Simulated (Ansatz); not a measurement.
Mulliken charges of CH5FSSi2, SMILES `F[Si]1(S)C[SiH2]1` from ωB97M-V/def2-TZVPP in Ansatz (PBE0-D4/def2-TZVP geometry).

```csv
atom,x (Å),y (Å),z (Å),charge (e)
F1,-0.527,0.770,2.171,-0.293
Si2,0.272,0.321,0.862,0.474
S3,2.252,-0.270,1.293,-0.214
C4,-0.707,-0.709,-0.340,-0.422
Si5,-0.282,0.964,-1.204,0.083
H6,1.897,-1.414,1.907,0.121
H7,-1.771,-0.832,-0.134,0.134
H8,-0.270,-1.623,-0.737,0.127
H9,-1.456,1.825,-1.479,-0.004
H10,0.675,0.918,-2.334,-0.006
```

By hand: the dipole of these point charges (1 e Å = 4.8032 D).

Σ q r = (0.036, -0.138, -0.322) e Å, of length 0.352 e Å = 1.69 D.

How does the dipole of the full density compare? (An estimate is asked.)

The calculation gave: (-0.050, -0.234, -0.200) e Å, 1.50 D; the point charges give 1.13 times that, at 30° from its direction.

Point charges leave out the atoms' own dipoles, such as those of lone pairs, and Mulliken's split depends on the basis, so the two needn't agree.
